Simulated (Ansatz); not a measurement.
CH4GeOSe can be A, `O=[CH][GeH2][SeH]`, or B, `C1[O][GeH2][Se]1`.

Computed with Ansatz on PBE0-D4/def2-TZVP structures; ΔE is electronic, products minus reactants. CCSD(T)/CBS is the MP2 limit (def2-TZVPP, def2-QZVPP) plus CCSD(T) − MP2 in def2-TZVPP, frozen cores. Functionals use def2-TZVPP. B3LYP here is the variant with VWN-RPA as its local correlation; programs differ in this. For Ge, Se outer-core shells are correlated without core-valence functions, which leaves a few kJ/mol of doubt a bond. Scalar relativity is left out up to krypton. Each species was taken in one conformer, which may not be the lowest.

(1) Which isomer does CCSD(T)/CBS put lower? Give the gap. (An estimate is asked.)

(2) Give E(B) − E(A) in kJ/mol with ωB97M-V, CCSD(T)/def2-TZVPP, r2SCAN-D4, PBE-D4, MP2/def2-TZVPP, PBE0-D4, B3LYP. (Best estimate.)

Largest T1 diagnostic: 0.013.

Answers

(1) Ansatz gave: B, by 44.4 kJ/mol.

(2) The calculation gave: ωB97M-V -40.1, CCSD(T)/def2-TZVPP -40.5, r2SCAN-D4 -38.1, PBE-D4 -32.5, MP2/def2-TZVPP -52.0, PBE0-D4 -44.3, B3LYP -24.0. None reverses the order clearly.

From PBE to PBE0 (25 % exact exchange), in def2-TZVPP and without D4, E(B) − E(A) moves by −12.3 kJ/mol. The D4 term adds −3.6 kJ/mol with B3LYP and −1.5 kJ/mol with PBE0; it sums over pairs of atoms, weighted by their polarisabilities, and B3LYP, whose exchange is more repulsive, gets the larger term.
